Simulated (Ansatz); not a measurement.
Species: aminomethylgermylmethanamine, C2H10GeN2, charge 0, multiplicity 1. SMILES: N[CH2][GeH2][CH2]N
Geometry from a B3LYP-D3(BJ)/def2-TZVP (Ansatz, an electronic-structure program) optimisation:
```xyz
15

N      1.8127     1.3874     0.2156
C      1.5113     0.2044    -0.5961
Ge     0.0101    -0.8074     0.2080
C     -1.5192     0.4315     0.4323
N     -1.8433     1.0677    -0.8481
H      2.5949     1.9076    -0.1649
H      1.0248     2.0220     0.2567
H      1.2741     0.4150    -1.6479
H      2.3830    -0.4521    -0.5946
H      0.4300    -1.3632     1.5838
H     -0.3884    -1.9684    -0.7254
H     -2.3753    -0.1642     0.7534
H     -1.2934     1.1296     1.2500
H     -1.0703     1.6217    -1.1955
H     -2.6397     1.6885    -0.7616
```
Charge 0, spin multiplicity 1.

Property: vertical ionisation energy (to the doublet state of charge +1; each state is the SCF solution reached for its spin), in eV. Valence correlation only, unless marked. Open shells are spin-unrestricted. No spin-orbit coupling. The frozen core is the preceding noble-gas configuration, with the filled d and f shells of earlier blocks. Non-relativistic. CBS marks a two-point X^-3 extrapolation of the correlation energy; Hartree-Fock from the larger set. The bracket is a focal-point correction in the basis named.

RI-MP2/CBS(aug-cc-pVTZ,aug-cc-pVQZ)+[CCSD(T)-MP2]/aug-cc-pVTZ (Ansatz) gives 9.43 eV.

**Question.** Another calculation gave 8.33 eV. Which level was it?
A) B3LYP/def2-TZVPD (Ansatz)
B) PBE/def2-TZVPD (Ansatz)
C) SVWN5/def2-TZVPD (Ansatz)
D) CAM-B3LYP/def2-TZVPD (Ansatz)

**Answer.** C, SVWN5/def2-TZVPD (Ansatz). The others give 9.05 (CAM-B3LYP), 8.66 (B3LYP), 8.19 (PBE) eV.
